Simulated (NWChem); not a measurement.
Species: CH$_{5}$F$_{2}$NSi; SMILES NC[SiH](F)F

```xyz
10

N     -0.0036     2.2616     0.0149
C     -0.7792     1.0730    -0.3328
Si    -0.0151    -0.4947     0.3293
F      1.5012    -0.5693    -0.2398
F     -0.7746    -1.8265    -0.1878
H      0.0333     2.4009     1.0229
H      0.9586     2.1755    -0.3070
H     -0.8759     1.0035    -1.4306
H     -1.8135     1.1864     0.0350
H      0.0701    -0.5474     1.8104
```
Atoms are numbered in this order, from 1.

Results from NWChem. Geometry: optimised at PBE0/def2-SVP. B3LYP is NWChem's, with the RPA form of VWN correlation.

Task: Estimate the computed values for B3LYP/def2-SVP. Quantities: highest occupied level (eV); orbital gap (eV); dipole (D).

Result: 
```json
{
  "highest occupied level (eV)": "-6.54",
  "orbital gap (eV)": "7.22",
  "dipole (D)": "1.61"
}
```
